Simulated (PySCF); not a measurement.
hex-3-yne (C6H10), SMILES CCC#CCC.

Coordinates come from a B3LYP-D3(BJ)/def2-SVP optimisation.

Level of theory: TDDFT-PBE/def2-SVPD (PySCF).

Vertical excitations. Isolated molecule, no solvent. State labels are in the subgroup C2v.

```json
[
 {"state": "S1", "symmetry": "A2", "energy (eV)": "5.91", "λ (nm)": "210", "f": "0.000", "main pairs": "HOMO→LUMO 99 %"},
 {"state": "S2", "symmetry": "B2", "energy (eV)": "5.95", "λ (nm)": "208", "f": "0.003", "main pairs": "HOMO→LUMO+1 100 %"},
 {"state": "S3", "symmetry": "A1", "energy (eV)": "6.08", "λ (nm)": "204", "f": "0.017", "main pairs": "HOMO−1→LUMO+1 100 %"},
 {"state": "S4", "symmetry": "B1", "energy (eV)": "6.15", "λ (nm)": "202", "f": "0.071", "main pairs": "HOMO−1→LUMO 84 %, HOMO→LUMO+2 13 %"},
 {"state": "S5", "symmetry": "A2", "energy (eV)": "6.57", "λ (nm)": "189", "f": "0.000", "main pairs": "HOMO−1→LUMO+2 98 %"},
 {"state": "S6", "symmetry": "B2", "energy (eV)": "6.84", "λ (nm)": "181", "f": "0.002", "main pairs": "HOMO→LUMO+3 100 %"},
 {"state": "S7", "symmetry": "B1", "energy (eV)": "6.92", "λ (nm)": "179", "f": "0.113", "main pairs": "HOMO→LUMO+2 49 %, HOMO−1→LUMO+4 44 %"},
 {"state": "S8", "symmetry": "A1", "energy (eV)": "6.98", "λ (nm)": "178", "f": "0.016", "main pairs": "HOMO−1→LUMO+3 99 %"},
 {"state": "S9", "symmetry": "A2", "energy (eV)": "7.00", "λ (nm)": "177", "f": "0.000", "main pairs": "HOMO→LUMO+4 98 %"},
 {"state": "S10", "symmetry": "B1", "energy (eV)": "7.30", "λ (nm)": "170", "f": "0.060", "main pairs": "HOMO−1→LUMO+5 66 %, HOMO−1→LUMO+4 27 %"},
 {"state": "T1", "symmetry": "B1", "energy (eV)": "5.26", "λ (nm)": "236", "f": "0", "main pairs": "HOMO−1→LUMO 54 %, HOMO→LUMO+2 33 %"},
 {"state": "T2", "symmetry": "A2", "energy (eV)": "5.56", "λ (nm)": "223", "f": "0", "main pairs": "HOMO→LUMO 78 %, HOMO−1→LUMO+2 17 %"},
 {"state": "T3", "symmetry": "B1", "energy (eV)": "5.66", "λ (nm)": "219", "f": "0", "main pairs": "HOMO→LUMO+2 64 %, HOMO−1→LUMO 32 %"},
 {"state": "T4", "symmetry": "B2", "energy (eV)": "5.86", "λ (nm)": "212", "f": "0", "main pairs": "HOMO→LUMO+1 100 %"}
]
```
Triplets are in the Tamm–Dancoff approximation, which puts them higher than full response would, so one can lie above its singlet here.
